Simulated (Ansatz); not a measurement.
CH7B2FOSi, SMILES `BBO[SiH](C)F`, relaxed with RKS PBE0-D4/def2-TZVP in Ansatz 0.2.0 from a PBE-D4/def2-SVP geometry. The force threshold is 0.005 eV/Å; the program also tests the step.

The species carries charge 0 and has multiplicity 1.

Start:

```xyz
13

B     2.079    2.290    0.152
B     1.464    0.741   -0.024
O     0.154    0.413   -0.248
Si   -0.566   -1.097   -0.493
C    -2.179   -1.125    0.430
F    -0.855   -1.217   -2.099
H     2.552    2.909   -0.787
H     2.202    2.821    1.245
H     2.295   -0.176    0.076
H     0.405   -2.178   -0.127
H    -2.003   -1.042    1.522
H    -2.815   -0.273    0.116
H    -2.732   -2.066    0.237
```

How much energy does the relaxation release, and in how many steps? (Estimate.)

Computed: 0.10 eV, in 9 steps.

Which bonds change most? (An estimate is asked.)

The calculation gave: O3–Si4 from 1.690 to 1.646 Å; Si4–F6 from 1.636 to 1.595 Å; B2–H9 from 1.241 to 1.216 Å; B1–H8 from 1.221 to 1.200 Å.

Give the relaxed structure. (Best estimate.)

Computed: 
```xyz
13

B     2.048    2.263    0.152
B     1.496    0.696   -0.022
O     0.191    0.377   -0.235
Si   -0.552   -1.070   -0.485
C    -2.154   -1.095    0.423
F    -0.834   -1.185   -2.051
H     2.458    2.898   -0.779
H     2.134    2.792    1.226
H     2.301   -0.212    0.053
H     0.375   -2.168   -0.124
H    -1.985   -1.016    1.500
H    -2.784   -0.258    0.113
H    -2.695   -2.024    0.229
```
